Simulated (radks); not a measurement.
Results of a calculation; reference values are marked as such.
Problem. These are the eigenvalues of the occupied orbitals of an atom or ion with whole-number occupations (hartree). Level of theory: non-relativistic Kohn-Sham, PBE, spin-unpolarised, spherical densities, point nucleus (a radial shooting solver on a logarithmic mesh with Libxc functionals).

orbital  eigenvalue
1s        -103.1543
2s        -11.56380
2p         -9.39200
3s         -2.70211
3p         -2.18718

Which element is it, and in what charge state? The configuration may be excited.

Solution. Z = 17, chlorine, charge +4: Cl4+ in [Ne] 3s2 3p1. The list shows which subshells hold electrons but not how many an open one holds; the 1s level, -103.15 hartree, gives Z - s = 14.4 by -(Z - s)^2/2, which with screening narrows Z to a few neighbours, and the depths of the outer levels then fix element, charge and occupations together.
